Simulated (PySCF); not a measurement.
Molecule: `C=Cc1nn(C)nc1C`, C₆H₉N₃.

Bonds (- single, = double, # triple, : aromatic): C1=C2, C2-C3, C3:N4, N4:N5, N5-C6, N5:N7, N7:C8, C8-C9, C8:C3. C1 carries H10, H11; C2 carries H12; C6 carries H13, H14, H15; C9 carries H16, H17, H18. H10 is cis to C3; H11 is trans to C3.

Frames of a GFN2-xTB Langevin trajectory at 300 K; GIAO PBE0/pcSseg-1 shieldings in PySCF, gas phase, non-relativistic; equivalent atoms averaged within each frame.

Referencing at the same level of theory: 13C (186.93 ppm) and 1H (31.72 ppm) vs TMS; 15N (267.73 ppm) vs NH3. The references are static minima.

How do the shifts (ppm) fluctuate along the trajectory?

Results:


```csv
time (fs),C8,C3,C2,C1,C6,C9,N7,N4,N5,H10
optimised geometry,147.8,148.1,131.1,122.0,41.5,12.0,361.4,360.3,263.0,6.63
250,146.7,145.8,139.1,116.2,42.6,13.1,399.8,347.9,267.6,7.13
425,152.3,157.7,125.2,119.6,37.7,18.7,344.4,387.3,259.4,7.16
625,143.2,154.3,132.6,128.3,44.7,14.5,339.4,348.1,248.5,7.00
800,142.3,154.9,137.0,124.5,39.5,12.4,366.9,381.9,271.6,5.81
1000,147.4,142.4,135.4,123.8,50.3,10.2,353.0,363.0,266.5,7.30
mean of frames,146.4,151.0,133.9,122.5,43.0,13.8,360.7,365.6,262.7,6.88
standard deviation,4.0,6.6,5.4,4.7,4.9,3.2,24.2,18.4,9.1,0.61
```

5 frames give an uncertainty of the mean of about the standard deviation over 2.2 at best, since frames this close in time may not be independent; classical motion lacks zero-point vibration, and the reference would need the same averaging.
